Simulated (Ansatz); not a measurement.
`[GaH2][B]1B[SiH2]1`, charge 0, multiplicity 1.

(1) Give a relaxed structure at PBE0-D4/def2-TZVP (Ansatz). (Best estimate.)

Results:

(1) Ansatz gave: 
```xyz
9

Ga    0.805   -0.140    1.861
B     0.748   -0.144   -0.179
B     0.725   -0.566   -1.615
Si   -0.993    0.392   -0.771
H     2.135    0.248    2.604
H    -0.476   -0.473    2.708
H     0.646   -0.770   -2.776
H    -1.572    0.756   -2.093
H    -2.017    0.698    0.263
```
This is one stationary point; other conformers may exist.
